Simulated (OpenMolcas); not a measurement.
An atom or ion with 42 electrons was computed by MS-CASPT2, IPEA 0.25 Eh, imaginary shift 0.1 Eh with spin-orbit coupling (OpenMolcas, ANO-RCC-VTZP, DKH2). The lowest levels that the run gave, each within 12 % of the measured value where one is at hand:

| J | Parity | E (cm-1) | g |
| --- | --- | --- | --- |
| 4 | even | 0.0 | 1.497 |
| 3 | even | 1228 | 1.499 |
| 2 | even | 1943 | 1.499 |
| 1 | even | 2410 | 1.500 |
| 0 | even | 2640 |  |
| 2 | even | 15520 | 1.487 |
| 4 | even | 15900 | 1.026 |
| 6 | even | 16200 | 1.163 |
| 5 | even | 16380 | 1.070 |
| 3 | even | 17580 | 1.027 |
| 4 | even | 17760 | 1.016 |
| 2 | even | 18100 | 0.676 |

Problem. Which ion is it, and what are the configurations and terms?

Solution. Ru²⁺ (Z = 44, charge +2; active space 6 electrons in 6 orbitals (4d 5s)). J, parity and g give the terms where levels are pure, and mixed ones are named by the computed weights; the size of the splittings, set against known spectra of the 42-electron sequence, gives the charge. In order, with the measured energies in cm-1 (Moore, Atomic Energy Levels, vol. III, NSRDS-NBS 35 (1971 reprint of NBS Circular 467, 1958)): 4d6 5D4, 4d6 5D3 (1159), 4d6 5D2 (1826), 4d6 5D1 (2266), 4d6 5D0 (2476), 4d6 3P2(1), 4d6 3H4 [37 %], 4d6 3H6, 4d6 3H5, 4d6 3F3(1), 4d6 3H4 [52 %], 4d6 3F2(1).

CASPT2 does not keep the components of a term degenerate, so their means are used; among the terms shown or strongly mixed into the levels shown the widest spread is 110 cm-1 (4d6 3F(1)). Blocks of more than 70 roots (2S+1 = 3 even) ran without multistate coupling. Some high roots are left out of the spin-orbit mixing, which shifts the levels that they would mix with. Terms from blocks run as CI alone lack orbitals of their own. Measured partners are found by configuration, term and J. A level has none where our copy of the source lacks it or the pairing is in doubt (some pairs that miss far off the trend of their configuration count as doubtful), and it then counts in no deviation. Only configurations of the active space appear.

A share in square brackets marks a mixed level and gives the weight of the term that names it. A number in round brackets counts repeated terms of one configuration in the order of the reference energies.
